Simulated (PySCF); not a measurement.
Compound: C₂H₁₀OSi₂.
Structure used (GFN2-xTB), in Å, numbered top down from 1:
```xyz
15
C2H10OSi2 angstrom
C     -2.6321   -0.3882   -0.2115
C     -1.3101    0.3705   -0.2355
Si     0.1938   -0.7859   -0.3191
O      1.5268    0.1351   -0.3390
Si     3.0061    0.7703   -0.1949
H     -2.6860   -1.0358    0.6606
H     -3.4775    0.2976   -0.1795
H     -2.7335   -1.0112   -1.0973
H     -1.2471    1.0015    0.6540
H     -1.3056    1.0500   -1.0909
H      0.2136   -1.5680   -1.5573
H      0.2760   -1.6518    0.8606
H      3.8097   -0.1374    0.6227
H      3.5353    0.8919   -1.5514
H      2.8259    2.0694    0.4508
```

Method: TDDFT CAM-B3LYP/def2-SVPD, vertical, gas phase, core orbitals frozen in the response (PySCF 2.14.0, density-fitted response routines).

Ground-to-excited transition dipoles (e·a0, same axes as the geometry; the sign carries no meaning), for the states with f of 0.002 or more among the lowest 7:

```json
{"state": "S1", "E (hartree)": "0.2631", "μx": "-0.072", "μy": "0.064", "μz": "0.046"}
{"state": "S2", "E (hartree)": "0.2694", "μx": "0.003", "μy": "-0.022", "μz": "0.215"}
{"state": "S3", "E (hartree)": "0.2842", "μx": "0.252", "μy": "-0.018", "μz": "0.022"}
{"state": "S4", "E (hartree)": "0.2961", "μx": "-0.056", "μy": "0.085", "μz": "-0.012"}
{"state": "S5", "E (hartree)": "0.3053", "μx": "0.060", "μy": "0.030", "μz": "-0.167"}
{"state": "S6", "E (hartree)": "0.3078", "μx": "-0.101", "μy": "0.060", "μz": "0.601"}
{"state": "S7", "E (hartree)": "0.3121", "μx": "0.474", "μy": "-0.668", "μz": "-0.012"}
```

Task: What oscillator strength does each state have?

Result: f = (2/3) ΔE |μ|² with ΔE in hartree (27.2114 eV).

| state | \|μ\|² (au) | \|μ\| (D) | f |
| --- | --- | --- | --- |
| S1 | 0.011 | 0.27 | 0.002 |
| S2 | 0.047 | 0.55 | 0.008 |
| S3 | 0.064 | 0.65 | 0.012 |
| S4 | 0.010 | 0.26 | 0.002 |
| S5 | 0.032 | 0.46 | 0.007 |
| S6 | 0.375 | 1.56 | 0.077 |
| S7 | 0.671 | 2.08 | 0.140 |

Task: Which bond between heavy atoms lies closest to the direction of the S7 transition dipole?

Result: C2–Si3, at 17° from it; next O4–Si5 at 78°.

Task: What angle do the transition dipoles of S6 and S7 make?

Result: |cos θ| = |μa·μb| / (|μa| |μb|) = 0.19, so θ ≈ 79° (taken between 0 and 90°, since the signs are arbitrary).

Task: What peak molar absorption coefficient would the strongest computed level give as a lone Gaussian band 0.4 eV wide at half height?

Result: ε(max) = 2.175×10⁸ f / FWHM, with the width in cm⁻¹. S7: 2.175×10⁸ × 0.1397 / 3226 ≈ 9400 L mol⁻¹ cm⁻¹.

One conformer stands for the species.

Without π bonds the low states may be Rydberg-like; a valence basis with one diffuse set may place them up to an eV too high.
